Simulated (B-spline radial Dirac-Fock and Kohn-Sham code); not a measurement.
Dipole and non-dipole photoemission parameters of Sn 3s

System: the Sn atom, configuration [Kr] 4d10 5s2 5p2; threshold 884.7 eV (tabulated edge). Level of theory: Dirac-Hartree-Slater photoionisation with a Latter tail; cross sections with all multipoles, angular parameters from the dipole term and its interference with E2; a radial B-spline solver.

```csv
hν (eV),σ (kb),β,γ
1070,72.5,1.984,0.686
2000,28.6,1.990,0.135
2150,25.3,1.990,0.089
2460,20.1,1.991,0.015
2860,15.5,1.991,-0.050
3270,12.2,1.991,-0.088
3480,10.9,1.992,-0.099
3680,9.78,1.992,-0.105
4160,7.75,1.992,-0.105
6000,3.81,1.992,-0.003
6370,3.38,1.992,0.030
6780,2.98,1.992,0.069
7370,2.51,1.992,0.131
7610,?,?,?
8047.8,2.09,1.992,0.206
9180,1.59,1.992,0.334
12000,0.894,1.992,0.660
```

Question: Give the values at 7610 eV.

Answer: σ = 2.35 kb, β = 1.992, γ = 0.157. For an s subshell δ is negligible.

Values without a named source are computed, but for edge energies of neutral atoms, which are taken from tables.
